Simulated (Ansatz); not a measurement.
A run on `[CH3][Ge]([OH])([OH])[F]` with other settings.

```yaml
crystal:
  periodic: [false, false, false]
  atoms:
    - {symbol: C, position_ang: [-1.469816, -0.682156, -0.488432]}
    - {symbol: Ge, position_ang: [0.314550, 0.275216, 0.223213]}
    - {symbol: O, position_ang: [0.992219, -0.683416, 1.799365]}
    - {symbol: O, position_ang: [1.778708, 0.451571, -1.091364]}
    - {symbol: F, position_ang: [-0.068809, 2.119813, 0.730280]}
    - {symbol: H, position_ang: [-2.256484, -0.809322, 0.435869]}
    - {symbol: H, position_ang: [-1.189815, -1.783279, -0.934304]}
    - {symbol: H, position_ang: [-1.978528, -0.005537, -1.366978]}
    - {symbol: H, position_ang: [2.007389, -0.421034, 2.040528]}
    - {symbol: H, position_ang: [1.963435, 1.480911, -1.344707]}
basis:
  gaussian: {orbitals: STO-3G}
total_charge: -1
magnetization: {spin_polarized: true, initial_magnetization: 1}
hamiltonian: {xc: {name: BLYP}, dispersion: d3bj}
accuracy: high
```

```sh
$ ansatz run in.yaml --threads 4 --pin off --events-out ev --progress --plain --max-ram 10444MiB
```

Output, abridged:

```
Functional definition: BLYP
807 factors; integrals over basis functions are off by at most 7.3e-9 eV
mean field evaluation 1: about -63342.2038 eV, gradient 3.1e2 eV
mean field evaluation 2: about -63494.3724 eV, gradient 1.0e2 eV
mean field evaluation 4: about -63638.2660 eV, gradient 5.7e1 eV
mean field evaluation 8: about -63672.0082 eV, gradient 1.5e1 eV
mean field evaluation 16: about -63673.5894 eV, gradient 1.0e-5 eV
mean field -63673.58940329 eV, -2339.9612510618 hartree, gradient 4.7e-8 eV, S^2 0.752495; 0 other end points of the search recorded, 0 dependent functions left out
reference -63673.58945098 eV, -2339.9612528144 hartree; 35, 34 occupied and 8, 9 virtual orbitals, 807 factors
Total energy: -63673.92399759 eV, -2339.9735471756 hartree
```

It took 1.2 s on 4 threads of an Intel Xeon 6975P-C on a shared host, with 0.49 GiB of host memory at the peak.
